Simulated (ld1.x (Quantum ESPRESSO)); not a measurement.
u(r) = r·R(r): atom against pseudo-atom (chromium)

Columns: radius, all-electron u(r) and pseudo u(r) of the 3d shell (level -3.63 eV) of chromium in the configuration [Ar] 3d5 4s0.5 4p0.5; PBEsol, scalar-relativistic, TM scheme, ld1.x (Quantum ESPRESSO) 7.5.

```csv
r (bohr),all-electron,pseudo
0.190,0.1760,0.0960
0.380,0.5054,0.4690
0.570,0.7182,0.7486
0.760,0.7989,0.8069
0.950,0.7958,0.7958
1.140,0.7522,0.7522
1.330,0.6927,0.6927
1.520,0.6297,0.6297
1.710,0.5689,0.5689
1.900,0.5127,0.5127
2.090,0.4617,0.4617
2.280,0.4160,0.4160
2.470,0.3751,0.3751
2.660,0.3386,0.3386
2.850,0.3059,0.3059
3.040,0.2766,0.2766
3.230,0.2503,0.2503
3.420,0.2266,0.2266
3.610,0.2052,0.2052
3.800,0.1859,0.1859
3.990,0.1684,0.1684
4.180,0.1526,0.1526
4.370,0.1383,0.1383
4.560,0.1253,0.1253
4.750,0.1135,0.1135
4.940,0.1029,0.1029
```

How many radial nodes do the two functions have?

The all-electron 3d function has n − l − 1 = 0; the pseudo-wave has 0.

At about which radius was the pseudo-wave matched?

1.00 bohr, where the columns begin to agree (steps of 0.19 bohr).

Where does each function peak?

Outermost all-electron maximum near 0.76 bohr, pseudo maximum near 0.76 bohr (to the table’s step).

Is the pseudo-wave norm-conserving?

Yes: the TM scheme keeps the norm inside the radius equal to the all-electron one, which fixes the energy derivative of the logarithmic derivative at the level.
